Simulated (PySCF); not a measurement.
## Tc⁺ (technetium, charge +1) across methods

[Kr] 4d6, high-spin 5D determinant (an excited configuration). Computed with PySCF 2.14 in x2c-TZVPPall with one added diffuse shell each of s, p, d, f type (9s7p7d3f1g, 95 functions), with scalar relativity by spin-free X2C-1e.

```
   method  E (hartree)  mean ε 4p β (eV)  mean ε 4d α (eV)  mean ε 4d β (eV)  Σ⟨r²⟩ (bohr²)   ⟨S²⟩
      LDA     -4280.10           -48.228           -12.647           -10.392          38.39  6.001
CAM-B3LYP     -4285.23           -51.909           -15.283           -13.022          38.10  6.003
   r2SCAN     -4285.00           -48.501           -12.713           -10.286          37.91  6.004
  LC-wPBE     -4284.60           -52.872           -16.647           -14.265          37.69  6.002
      PBE     -4284.61           -47.870           -12.498           -10.269          38.30  6.002
     BP86     -4285.52           -48.080           -12.586           -10.493          38.29  6.002
   revPBE     -4284.83           -47.787           -12.440           -10.232          38.25  6.002
      UHF  -4282.79018           -56.649           -17.803           -14.318          37.49  6.006
```

Question: Estimate the same row for PBE0.

Answer: E (hartree) = -4284.68; mean ε 4p β (eV) = -50.349; mean ε 4d α (eV) = -13.969; mean ε 4d β (eV) = -11.499; Σ⟨r²⟩ (bohr²) = 37.88; ⟨S²⟩ = 6.002.
